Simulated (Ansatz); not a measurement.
Total energies of `[NH2][Ge]1([OH])[CH2][O]1`.

Z-matrix (Å, degrees):
```
Ge
O 1 1.762
C 1 1.882 2 125.2
N 1 1.800 2 105.3 3 175.9
O 1 1.808 2 112.9 3 -52.3
H 2 0.961 1 111.1 3 33.7
H 3 1.090 1 121.0 2 14.7
H 3 1.090 1 121.2 2 167.0
H 4 1.008 1 116.7 2 -142.0
H 4 1.010 1 113.6 2 -10.9
```

Total charge 0; spin multiplicity 1. Correlated methods include outer-core shells of Ge, which these sets cover unevenly. Scalar relativity is left out up to krypton. The structure was optimised at the PBE0-D4/def2-TZVP level. It is one conformer, not always the lowest. Basis def2-TZVPP, Ansatz 0.2.0.

RPA on PBE orbitals: Hartree–Fock energy of these orbitals -2320.34582 Eh, correlation -1.70729 Eh (frozen core).

| functional | energy without D4 (Eh) | D4 term (kJ/mol) |
| --- | --- | --- |
| LDA (SPW92) | -2318.38384 | – |
| PBE | -2322.84081 | -19.0 |
| revPBE | -2323.19104 | -57.1 |
| B97M-V | -2322.98484 | – |
| PBE0 | -2322.89564 | -16.0 |
| CAM-B3LYP | -2323.45509 | -16.2 |
| LC-ωPBE | -2323.00916 | – |
| ωB97X-V | -2323.15805 | – |
| ωB97M-V | -2323.23112 | – |
| PBE-QIDH | -2322.53751 | – |

Question: Give the same for BLYP, r2SCAN, B3LYP, r2SCANh, r2SCAN0, HSE06 (plane-wave form), BHLYP, B2PLYP. (An estimate is asked.)

Answer: Computed: 
```tsv
functional	energy without D4 (Eh)	D4 term (kJ/mol)
BLYP	-2323.42482	-41.7
r2SCAN	-2323.29534	-4.6
B3LYP	-2323.47359	-30.7
r2SCANh	-2323.27134	-4.9
r2SCAN0	-2323.23717	-5.4
HSE06 (plane-wave form)	-2322.88485	-14.9
BHLYP	-2323.26974	-23.6
B2PLYP	-2322.88863	–
```

B3LYP takes the VWN-RPA correlation (the form of Gaussian; ORCA's B3LYP/G). HSE06 is the plane-wave form, built on full-range PBE exchange. The double hybrids freeze the cores in their second-order part.

LC-ωPBE has ω = 0.4 bohr⁻¹.
